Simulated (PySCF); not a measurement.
# Electronic structure of Au²⁺ (gold, charge +2) at the r2SCAN0 level

Configuration: [Xe] 4f14 5d8 6p1, one real determinant (an excited configuration). Calculation: PySCF 2.14, in x2c-TZVPPall; scalar relativity by spin-free X2C-1e.

```json
{
 "Total energy": "-19012.79 hartree",
 "One-electron energy": "-25986.73 hartree",
 "Hartree (Coulomb) energy": "7342.71 hartree",
 "Exchange-correlation energy": "-368.77 hartree",
 "⟨S²⟩": "3.7516",
 "⟨L²⟩": "14.023",
 "Sum of ⟨r⟩": "41.46 bohr",
 "Sum of ⟨r²⟩": "48.04 bohr²",
 "Traceless quadrupole moment −½Σ⟨3z² − r²⟩ along its main axis": "-4.08 e·bohr²",
 "Langevin diamagnetic susceptibility": "-38.0 ×10⁻⁶ cm³/mol",
 "Time after the integrals": "about 10 core-seconds"
}
```

```json
{"shell": "1s α", "electrons": "1", "mean orbital energy (hartree)": "-2967.21932", "spread (hartree)": "0", "rms radius, mean of both spins (bohr)": "0.0190"}
{"shell": "1s β", "electrons": "1", "mean orbital energy (hartree)": "-2967.21867", "spread (hartree)": "0", "rms radius, mean of both spins (bohr)": "0.0190"}
{"shell": "2s α", "electrons": "1", "mean orbital energy (hartree)": "-526.48712", "spread (hartree)": "0", "rms radius, mean of both spins (bohr)": "0.0769"}
{"shell": "2s β", "electrons": "1", "mean orbital energy (hartree)": "-526.47735", "spread (hartree)": "0", "rms radius, mean of both spins (bohr)": "0.0769"}
{"shell": "2p α", "electrons": "3", "mean orbital energy (hartree)": "-457.21767", "spread (hartree)": "0.00029", "rms radius, mean of both spins (bohr)": "0.0705"}
{"shell": "2p β", "electrons": "3", "mean orbital energy (hartree)": "-457.20882", "spread (hartree)": "0.00156", "rms radius, mean of both spins (bohr)": "0.0705"}
{"shell": "3s α", "electrons": "1", "mean orbital energy (hartree)": "-126.02172", "spread (hartree)": "0", "rms radius, mean of both spins (bohr)": "0.196"}
{"shell": "3s β", "electrons": "1", "mean orbital energy (hartree)": "-126.01954", "spread (hartree)": "0", "rms radius, mean of both spins (bohr)": "0.196"}
{"shell": "3p α", "electrons": "3", "mean orbital energy (hartree)": "-105.68083", "spread (hartree)": "0.00194", "rms radius, mean of both spins (bohr)": "0.199"}
{"shell": "3p β", "electrons": "3", "mean orbital energy (hartree)": "-105.67774", "spread (hartree)": "0.00322", "rms radius, mean of both spins (bohr)": "0.199"}
{"shell": "3d α", "electrons": "5", "mean orbital energy (hartree)": "-82.96471", "spread (hartree)": "0.00657", "rms radius, mean of both spins (bohr)": "0.181"}
{"shell": "3d β", "electrons": "5", "mean orbital energy (hartree)": "-82.95762", "spread (hartree)": "0.00973", "rms radius, mean of both spins (bohr)": "0.181"}
{"shell": "4s α", "electrons": "1", "mean orbital energy (hartree)": "-28.67125", "spread (hartree)": "0", "rms radius, mean of both spins (bohr)": "0.432"}
{"shell": "4s β", "electrons": "1", "mean orbital energy (hartree)": "-28.66099", "spread (hartree)": "0", "rms radius, mean of both spins (bohr)": "0.432"}
{"shell": "4p α", "electrons": "3", "mean orbital energy (hartree)": "-21.91237", "spread (hartree)": "0.00412", "rms radius, mean of both spins (bohr)": "0.461"}
{"shell": "4p β", "electrons": "3", "mean orbital energy (hartree)": "-21.90262", "spread (hartree)": "0.00649", "rms radius, mean of both spins (bohr)": "0.461"}
{"shell": "4d α", "electrons": "5", "mean orbital energy (hartree)": "-13.49367", "spread (hartree)": "0.01619", "rms radius, mean of both spins (bohr)": "0.492"}
{"shell": "4d β", "electrons": "5", "mean orbital energy (hartree)": "-13.48132", "spread (hartree)": "0.01237", "rms radius, mean of both spins (bohr)": "0.492"}
{"shell": "5s α", "electrons": "1", "mean orbital energy (hartree)": "-5.24712", "spread (hartree)": "0", "rms radius, mean of both spins (bohr)": "0.986"}
{"shell": "5s β", "electrons": "1", "mean orbital energy (hartree)": "-5.17360", "spread (hartree)": "0", "rms radius, mean of both spins (bohr)": "0.986"}
{"shell": "4f α", "electrons": "7", "mean orbital energy (hartree)": "-4.24821", "spread (hartree)": "0.01883", "rms radius, mean of both spins (bohr)": "0.548"}
{"shell": "4f β", "electrons": "7", "mean orbital energy (hartree)": "-4.23513", "spread (hartree)": "0.00760", "rms radius, mean of both spins (bohr)": "0.548"}
{"shell": "5p α", "electrons": "3", "mean orbital energy (hartree)": "-3.41995", "spread (hartree)": "0.01041", "rms radius, mean of both spins (bohr)": "1.13"}
{"shell": "5p β", "electrons": "3", "mean orbital energy (hartree)": "-3.32617", "spread (hartree)": "0.01652", "rms radius, mean of both spins (bohr)": "1.13"}
{"shell": "5d α", "electrons": "5", "mean orbital energy (hartree)": "-1.27117", "spread (hartree)": "0.05473", "rms radius, mean of both spins (bohr)": "1.56"}
{"shell": "5d β", "electrons": "3", "mean orbital energy (hartree)": "-1.21502", "spread (hartree)": "0.01615", "rms radius, mean of both spins (bohr)": "1.56"}
{"shell": "6p α", "electrons": "1", "mean orbital energy (hartree)": "-0.65437", "spread (hartree)": "0", "rms radius, mean of both spins (bohr)": "3.17"}
```

⟨L²⟩ = 14.02 against 20 for a pure G term, so this real determinant mixes terms. Spin-orbit coupling, absent here, splits the open shell strongly.

Densities and radii are taken from the X2C orbitals without a picture-change correction, which distorts them close to the nucleus.
